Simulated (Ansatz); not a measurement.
Reaction (cleavage of the Si–B bond): `C[Se]B[SiH3]` + `F[SiH](F)S` → `F[SiH](F)S[SiH3]` + `B[Se]C`

Calculated with Ansatz (gas phase, PBE0-D4/def2-TZVP geometries, no zero-point term in ΔE). CCSD(T)/CBS is the MP2 limit (def2-TZVPP, def2-QZVPP) plus CCSD(T) − MP2 in def2-TZVPP, frozen cores. Functionals use def2-TZVPP. B3LYP here is the variant with VWN-RPA as its local correlation; programs differ in this. For Se outer-core shells are correlated without core-valence functions, which leaves a few kJ/mol of doubt a bond. Scalar relativity is left out up to krypton. One conformer a species, not always the lowest.

```csv
level,ΔE (kJ/mol),difference from CCSD(T)/CBS
PBE-D4,-60.3,8.9
r2SCAN-D4,-67.8,1.4
PBE0-D4,-65.1,4.1
B3LYP-D4,-68.6,0.6
ωB97M-V,-72.7,-3.5
B2PLYP,-68.8,0.4
PBE,-58.1,11.1
r2SCAN,-67.4,1.8
B3LYP,-65.1,4.1
MP2/def2-TZVPP,-74.4,-5.2
SCS-MP2/def2-TZVPP,-73.2,-4.0
CCSD(T)/def2-TZVPP,-65.3,3.9
HF/def2-QZVPP,-78.4,-9.2
MP2/def2-QZVPP,-76.8,-7.6
SCS-MP2/def2-QZVPP,-75.5,-6.3
MP2/CBS(def2),-78.2,-9.0
CCSD(T)/CBS,-69.2,0
```

Largest T1 diagnostic among the species: 0.014.

In def2-TZVPP, CCSD(T) changes the Hartree–Fock value by +12.6 kJ/mol (the triples alone add +0.9 kJ/mol) and MP2 by +3.5 kJ/mol. From PBE to PBE0 (25 % exact exchange), in def2-TZVPP and without D4, ΔE moves by −5.1 kJ/mol.
